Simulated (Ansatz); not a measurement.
`[Cl][Al]([Cl])[GeH3]` + H₂ → `[Cl][AlH][Cl]` + GeH₄ at 298.15 K and 1 bar (hydrogenolysis of the Al–Ge bond).

Calculated with Ansatz (gas phase, PBE0-D4/def2-TZVP geometries, no zero-point term in ΔE). CCSD(T)/CBS is the MP2 limit (def2-TZVPP, def2-QZVPP) plus CCSD(T) − MP2 in def2-TZVPP, frozen cores. This one scheme is used for every species. For Ge outer-core shells are correlated without core-valence functions, which leaves a few kJ/mol of doubt a bond. Scalar relativity is left out up to krypton.

```json
{"species": "`[Cl][Al]([Cl])[GeH3]`", "CCSD(T)/CBS energy (Eh)": "-3239.63177", "H − E (kJ/mol)": "91.4", "S (J/(mol·K))": "384.3"}
{"species": "H₂", "CCSD(T)/CBS energy (Eh)": "-1.17544", "H − E (kJ/mol)": "35.1", "S (J/(mol·K))": "130.4"}
{"species": "`[Cl][AlH][Cl]`", "CCSD(T)/CBS energy (Eh)": "-1162.30651", "H − E (kJ/mol)": "39.7", "S (J/(mol·K))": "288.7"}
{"species": "GeH₄", "CCSD(T)/CBS energy (Eh)": "-2078.49493", "H − E (kJ/mol)": "88.5", "S (J/(mol·K))": "217.3"}
```

H − E and S are ideal-gas, rigid-rotor, harmonic terms from PBE0-D4/def2-TZVP. The MP2-based limit puts H₂ 0.8 mEh under its directly extrapolated value; such offsets cancel only in part. 1 Eh = 2625.50 kJ/mol, R = 8.31446 J/(mol·K).

By hand: ΔE, ΔH, ΔS and ΔG.

ΔE = (-1162.30651) + (-2078.49493) − (-3239.63177) − (-1.17544) = 0.00577 Eh = 15.1 kJ/mol. Δ(H − E) = 39.7 + 88.5 − 91.4 − 35.1 = 1.7, so ΔH = 16.8 kJ/mol. ΔS = 288.7 + 217.3 − 384.3 − 130.4 = -8.7 J/(mol·K). ΔG = 16.8 − 298.15 × (-8.7)/1000 = 19.4 kJ/mol.

By hand: the equilibrium constant, and the temperature at which ΔG would vanish if ΔH and ΔS stayed fixed.

log₁₀ K = −ΔG/(RT ln 10) = -3.4. ΔH and −TΔS have one sign here, so there is no such temperature.

The number of gas molecules stays the same, so ΔS is small and ΔH decides. A doubt of 5 kJ/mol in ΔE shifts log₁₀ K by 0.9 here. Modes under 60 cm⁻¹, often nearly free rotors, make the harmonic entropy too high. These are equilibria of isolated gas molecules and say nothing of rates. Largest T1 diagnostic: 0.012 (customary marks: 0.02 for closed shells, 0.045 for open ones).
